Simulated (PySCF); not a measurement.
Simulated N 1s region for `[SiH3]n1cncc1Cl`, binding energy against the vacuum level.

Every computed line was given a Gaussian of 0.5 eV full width at half maximum and an area set by the number of equivalent atoms; the highest printed point is 100. The calculation used PySCF 2.14.0, delta-SCF UKS SCAN, pcX-2 on the ionised atom, pcseg-1 elsewhere, spin-free X2C.

binding energy (eV), intensity and a bar:
```
    403.8          1 
    403.9          2 #
    404.0          7 ##
    404.1         19 ######
    404.2         40 ############
    404.3         68 ####################
    404.4         92 ############################
    404.5        100 ##############################
    404.6         87 ##########################
    404.7         61 ##################
    404.8         34 ##########
    404.9         15 #####
    405.0          5 ##
    405.1          2 
    405.2          0 
    405.3          0 
    405.4          0 
    405.5          0 
    405.6          2 
    405.7          6 ##
    405.8         15 #####
    405.9         34 ##########
    406.0         61 ##################
    406.1         87 ##########################
    406.2        100 ##############################
    406.3         92 ###########################
    406.4         67 ####################
    406.5         40 ############
    406.6         19 ######
    406.7          7 ##
    406.8          2 #
    406.9          1
```

Task: How many maxima does the curve show, and how many computed lines lie under it?

Result: The curve has 2 maxima (at 404.5 and 406.2 eV). Under it lie 2 lines from 2 inequivalent nitrogen sites.

Task: Decompose the envelope and assign each component. Numbering: `[SiH3:1][n:2]1[cH:3][n:4][cH:5][c:6]1[Cl:7]`.

Result: 
| position (eV) | relative area | line | atoms | environment |
| --- | --- | --- | --- | --- |
| 404.49 | 1 | N 1s | N4 | pyridine-type nitrogen |
| 406.21 | 1 | N 1s | N2 | pyrrole-type nitrogen |

Task: What are the centre and the root-mean-square width of the whole band?

Result: The area-weighted mean of the lines is 405.35 eV. Their own spread about it is 0.86 eV (rms) and each Gaussian has σ = 0.5/2.355 = 0.21 eV; the variances add, which gives 0.89 eV.

Task: Above which line width would these two lines show one maximum?

Result: Two equal Gaussians merge once their distance is under 2σ = FWHM/1.177. With 1.72 eV between them that is a full width over 2.03 eV.

The listed N 1s values span 1.72 eV, from N4 (bonded to 2 C (aromatic in the SMILES)) to N2 (bonded to 2 C (aromatic in the SMILES) and Si). Summing the Pauling electronegativity differences to the bonded atoms, each weighted by its formal bond order, gives -1.47 for the lowest site and -2.61 for the highest; the largest sum, -1.47, belongs to N4, 1.72 eV below the top. The smallest sum, -2.61, belongs to N2, 1.72 eV above the lowest.

No satellites, vibrations or lifetime broadening are included. Geometry: PBE0-D3(BJ)/def2-SVP; no solvent, vibrations or thermal averaging.
